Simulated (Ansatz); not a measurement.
`C[SiH](F)Cl` + H₂O → `C[SiH](O)F` + HCl at 298.15 K and 1 bar (formal hydrolysis of the Si–Cl bond).

Program: Ansatz. Geometries: PBE0-D4/def2-TZVP. ΔE: electronic, gas phase. CCSD(T)/CBS adds triple-zeta CCSD(T) − MP2 to the extrapolated MP2 energy (def2 sets, frozen cores). This one scheme is used for every species. One conformer a species, not always the lowest.

```tsv
species	CCSD(T)/CBS energy (Eh)	H − E (kJ/mol)	S (J/(mol·K))
`C[SiH](F)Cl`	-889.24457	149.3	318.0
H₂O	-76.37941	66.4	188.7
`C[SiH](O)F`	-505.24344	182.7	314.7
HCl	-460.38127	26.6	186.8
```

H − E and S are ideal-gas, rigid-rotor, harmonic terms from PBE0-D4/def2-TZVP, for one conformer and one mirror image of each species. 1 Eh = 2625.50 kJ/mol, R = 8.31446 J/(mol·K).

Q: By hand: ΔE, ΔH, ΔS and ΔG.

A: ΔE = (-505.24344) + (-460.38127) − (-889.24457) − (-76.37941) = -0.00073 Eh = -1.9 kJ/mol. Δ(H − E) = 182.7 + 26.6 − 149.3 − 66.4 = -6.4, so ΔH = -8.3 kJ/mol. ΔS = 314.7 + 186.8 − 318.0 − 188.7 = -5.2 J/(mol·K). ΔG = -8.3 − 298.15 × (-5.2)/1000 = -6.7 kJ/mol.

Q: By hand: the equilibrium constant, and the temperature at which ΔG would vanish if ΔH and ΔS stayed fixed.

A: log₁₀ K = −ΔG/(RT ln 10) = 1.2. ΔG = 0 at ΔH/ΔS = 1596 K, though so small a ΔH makes that figure unsure.

The number of gas molecules stays the same, so ΔS is small and ΔH decides. A doubt of 5 kJ/mol in ΔE shifts log₁₀ K by 0.9 here. Other conformers and mirror images would add mixing entropy, several J/(mol·K) or more a flexible species. These are equilibria of isolated gas molecules and say nothing of rates. Largest T1 diagnostic: 0.011 (customary marks: 0.02 for closed shells, 0.045 for open ones).
